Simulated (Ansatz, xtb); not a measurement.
# Relative energy of two isomers of C5H4ClNSi

Structure I: `N#CC1=CC=C[Si@@H]1Cl`, a singlet. Structure II: `N#CC1=C[Si@@H](Cl)C=C1`, a singlet. Both are isolated molecules in the gas phase, relaxed with B3LYP-D3(BJ)/def2-SVP.

Question: Estimate which is lower in electronic energy at CCSD(T)/def2-SVP + ΔMP2/def2-TZVPP, and by roughly how much.

Answer: The CCSD(T)/def2-SVP + ΔMP2/def2-TZVPP calculation puts structure I lower, by 8.00 kJ/mol.

Level by level:

```csv
level,geometry,E(II) − E(I) (kJ/mol),departure from the last row (kJ/mol),"job, with rough time for the two"
GFN2-xTB,GFN2-xTB,+14.63,+6.63,"optimisation, 0.96 s"
HF/STO-3G,GFN2-xTB,+4.01,−3.99,"single point, 3.9 s"
r2SCAN-D4/def2-SVP,GFN2-xTB,+14.46,+6.46,"single point, 15 s"
B3LYP-D3(BJ)/def2-SVP,B3LYP-D3(BJ)/def2-SVP,+13.50,+5.50,"optimisation, 2.8 min"
HF/def2-SVP,B3LYP-D3(BJ)/def2-SVP,+10.08,+2.08,part of the CCSD(T) run
MP2/def2-SVP,B3LYP-D3(BJ)/def2-SVP,+8.48,+0.48,part of the CCSD(T) run
CCSD(T)/def2-SVP,B3LYP-D3(BJ)/def2-SVP,+7.79,−0.21,single point
CCSD(T)/def2-SVP + ΔMP2/def2-TZVPP,B3LYP-D3(BJ)/def2-SVP,+8.00,,"single point, 4.5 min"
```

As drawn, both hold the same kinds of bond in the same numbers.

None of the levels shown reverses the order. The largest departure from CCSD(T)/def2-SVP + ΔMP2/def2-TZVPP is that of GFN2-xTB, 6.63 kJ/mol. The last row adds to CCSD(T) the change of the MP2 difference between the two basis sets, here +0.21 kJ/mol.

With thermal terms from frequencies at re-optimised GFN2-xTB minima (ideal gas, soft modes damped towards free rotors, one conformer each, 298.15 K, 1 atm): the zero-point term adds −0.42 kJ/mol; ΔH is +7.52 and ΔG +7.73 kJ/mol.

The correlated steps freeze 16 core orbitals. Programs: Ansatz 0.2.0, xtb 6.7.1; the last row on 2 threads of Intel(R) Xeon(R) Processor @ 2.50GHz (Skylake/Cascade Lake) on a shared host.
